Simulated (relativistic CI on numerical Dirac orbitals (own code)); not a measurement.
# As¹³⁺: sensitivity of the levels to the model

Base calculation: Dirac-Coulomb-Breit CI, orbitals from a KLI potential per configuration, QED by a radiative potential, unscaled Slater integrals.

Configurations in the expansion (outside the closed core [Ne]): 3s2 3p6 3d2, 3s2 3p5 3d3, 3s 3p6 3d3, 3s2 3p6 3d 4s, 3s2 3p6 3d 4p, 3s2 3p6 3d 4d, 3s2 3p6 4s2, 3s2 3p6 3d 4f, 3s2 3p5 3d2 4s, 3s2 3p6 4s 4p, 3s2 3p6 3d 5s, 3s2 3p6 4p2, 3p6 3d4, 3p5 3d5. Double excitations out of closed p, d and f shells are left out; levels of such configurations are missing from the list, as are those of other unlisted configurations, and high levels can miss mixing partners. These lack a partner that the ground configuration has and come out too high: 3s2 3p5 3d2 4s.

The lowest level and the first level of each name with at least 55 % of one term (blank where a level has no safe partner in the second run):

```
            Level  Base (cm⁻¹)  Shift (cm⁻¹)
 3s2 3p6 3d2 3F_2            0             0
 3s2 3p6 3d2 3F_3         5968         -5968
 3s2 3p6 3d2 3F_4        12536        -12536
 3s2 3p6 3d2 1D_2        36626         -5656
 3s2 3p6 3d2 3P_0        39738         -3806
 3s2 3p6 3d2 3P_1        42260         -6328
 3s2 3p6 3d2 3P_2        48322        -12390
 3s2 3p6 3d2 1G_4        57962         -7693
 3s2 3p6 3d2 1S_0       133981         -8596
3s2 3p5 3d3 5S°_2       635201        -28793
3s2 3p5 3d3 5D°_3       636209        -21465
3s2 3p5 3d3 5D°_1       636489        -21744
3s2 3p5 3d3 5D°_0       637720        -22976
3s2 3p5 3d3 5D°_4       639081        -24336
```

At this charge energies of transitions that change n are usually good to better than 1 %, and those within a shell (Δn = 0) to a few per cent. Terms inside the open d or f shell come out 10 to 20 % too wide with unscaled integrals.

Problem. One thing was changed in a second run, which moved the levels as shown. Which?
A. only the first 3 configurations
B. Breit term removed
C. configuration mixing switched off
D. QED terms removed
E. non-relativistic limit

Solution. E. Non-relativistic limit. Without relativity the fine structure collapses and s electrons lose their extra binding.

LS names give the leading component of a level, which can be under half, so a name can repeat, a term be missing and a line seem to break the LS rules.
